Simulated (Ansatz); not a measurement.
B₄O₁₁H₁₀, a hydroxylated oxide cluster, 25 atoms. Hardware: 4 threads of Arm Neoverse V2 on a shared host.

Correlated methods freeze 15 core orbitals.

Question: How many basis functions does each of these Ansatz runs have, and roughly what does it cost? MP2/def2-SVP, charge 0 singlet, energy, from earlier orbitals; PBE0-D4/def2-SVP, charge -1 doublet at the geometry of the charge 0 singlet, energy; PBE-D4/def2-SVP, charge 1 doublet at the geometry of the charge 0 singlet, energy, from earlier orbitals; PBE0-D4/def2-SVP, charge 1 doublet at the geometry of the charge 0 singlet, energy; PBE-D4/def2-SVP, charge 0 singlet, relaxation, 9 steps; PBE0-D4/def2-SVP, charge 0 triplet at the geometry of the charge 0 singlet, energy; PBE0-D4/def2-TZVP, charge 0 singlet, energy and forces, from earlier orbitals; B3LYP-D4/6-31G, charge 0 singlet, energy; HF/6-31G, charge 0 singlet, energy; HF/STO-3G, charge 0 singlet, energy; PBE0-D4/def2-SVP, charge 0 singlet, energy, from earlier orbitals; PBE-D4/def2-TZVP, charge 0 singlet, energy, from earlier orbitals.

Answer: Other jobs shared the machine, so times can vary by a factor of up to 3. A dash marks memory too small to be measured apart from the calling script's.

```csv
run,functions,fitting or Cholesky vectors,wall time,peak host memory (GiB)
"HF/STO-3G, charge 0 singlet, energy",85,1248,0.8 s,–
"HF/6-31G, charge 0 singlet, energy",155,1649,1.8 s,–
"B3LYP-D4/6-31G, charge 0 singlet, energy",155,1649,4.3 s,0.58
"MP2/def2-SVP, charge 0 singlet, energy, from earlier orbitals",260,2492,8.5 s,0.97
"PBE0-D4/def2-SVP, charge 0 singlet, energy, from earlier orbitals",260,2769,9 s,1.6
"PBE-D4/def2-TZVP, charge 0 singlet, energy, from earlier orbitals",525,2777,12 s,1.6
"PBE-D4/def2-SVP, charge 1 doublet at the geometry of the charge 0 singlet, energy, from earlier orbitals",260,2769,15 s,0.65
"PBE0-D4/def2-SVP, charge -1 doublet at the geometry of the charge 0 singlet, energy",260,2492,23 s,1.6
"PBE0-D4/def2-SVP, charge 1 doublet at the geometry of the charge 0 singlet, energy",260,2492,34 s,1.6
"PBE-D4/def2-SVP, charge 0 singlet, relaxation, 9 steps",260,2769,36 s,–
"PBE0-D4/def2-TZVP, charge 0 singlet, energy and forces, from earlier orbitals",525,2777,43 s,3.2
"PBE0-D4/def2-SVP, charge 0 triplet at the geometry of the charge 0 singlet, energy",260,2492,53 s,1.7
```
